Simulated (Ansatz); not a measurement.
Cost and result for the atomization energy of `N#C[SiH](F)F` (6 atoms, 5 bonds).

Charge 0, multiplicity 1. All single points use the PBE0-D4/def2-TZVP geometry. Program: Ansatz. Hardware: A = 2 threads of a server CPU on a shared host; B = 2 threads of an AMD EPYC 7R13 on a shared host and a share of an NVIDIA H100 80 GB. Times are those of one run each, without the atoms' runs, and a repeat can differ threefold. Electronic energies, without spin–orbit coupling; frozen cores. CCSD(T)/CBS extrapolates def2-TZVPP and def2-QZVPP, and its time is that of the two runs behind it. T1 = 0.013.

CCSD(T)/CBS is a level of theory with its own doubt, some kJ/mol a heavy atom from the limit and from the frozen cores, so smaller differences don't rank the functionals.

```
                                 level  functions  wall time
            LDA (SPW92)/def2-TZVPP [A]        180      1.8 s
              revPBE-D4/def2-TZVPP [A]        180        3 s
                PBE0-D4/def2-TZVPP [A]        180      3.6 s
           CAM-B3LYP-D4/def2-TZVPP [A]        180      3.8 s
r2SCAN-D4/def2-TZVPP (with forces) [A]        180      4.7 s
             r2SCANh-D4/def2-TZVPP [A]        180      5.5 s
                  CCSD(T)/def2-SVP [A]         79        6 s
               PBE-QIDH/def2-TZVPP [A]        180        7 s
                 B2PLYP/def2-TZVPP [A]        180      7.5 s
                 B97M-V/def2-TZVPP [A]        180      8.1 s
                CCSD(T)/def2-TZVPP [B]        180      120 s
                CCSD(T)/def2-QZVPP [B]        328    2.7 min
                     CCSD(T)/CBS(def2)          –    4.6 min
```

**Question.** What atomization energy does each give, and how far from CCSD(T)/CBS? (Estimate.)

**Answer.** Ansatz gave: 
```
                                 level  atomization (kcal/mol)  difference from CCSD(T)/CBS  per bond
            LDA (SPW92)/def2-TZVPP [A]                   747.1                         94.9      19.0
              revPBE-D4/def2-TZVPP [A]                   644.5                         -7.7      -1.5
                PBE0-D4/def2-TZVPP [A]                   642.0                        -10.2      -2.0
           CAM-B3LYP-D4/def2-TZVPP [A]                   650.9                         -1.3      -0.3
r2SCAN-D4/def2-TZVPP (with forces) [A]                   646.2                         -6.0      -1.2
             r2SCANh-D4/def2-TZVPP [A]                   637.8                        -14.4      -2.9
                  CCSD(T)/def2-SVP [A]                   597.8                        -54.4     -10.9
               PBE-QIDH/def2-TZVPP [A]                   640.2                        -12.0      -2.4
                 B2PLYP/def2-TZVPP [A]                   645.9                         -6.3      -1.3
                 B97M-V/def2-TZVPP [A]                   647.7                         -4.5      -0.9
                CCSD(T)/def2-TZVPP [B]                   629.7                        -22.5      -4.5
                CCSD(T)/def2-QZVPP [B]                   643.5                         -8.7      -1.7
                     CCSD(T)/CBS(def2)                   652.2                          0.0       0.0
```

From BLYP to BHLYP (50 % exact exchange), in def2-TZVPP and without D4, the atomization energy moves by −36.8 kcal/mol: exact exchange takes away binding that semilocal exchange gives to molecules. Leaving LDA and LC-ωPBE aside and taking each functional with its dispersion term where it has one, the values, not all of them listed here, spread over 50.5 kcal/mol, from BHLYP-D4 to PBE-D4. LDA lies +84.0 kcal/mol from PBE without D4, its usual overbinding. The D4 term adds +4.4 kcal/mol with B3LYP and +2.3 kcal/mol with PBE0; it sums over pairs of atoms, weighted by their polarisabilities, and B3LYP, whose exchange is more repulsive, gets the larger term.

B3LYP here is the variant with VWN-RPA as its local correlation; programs differ in this.
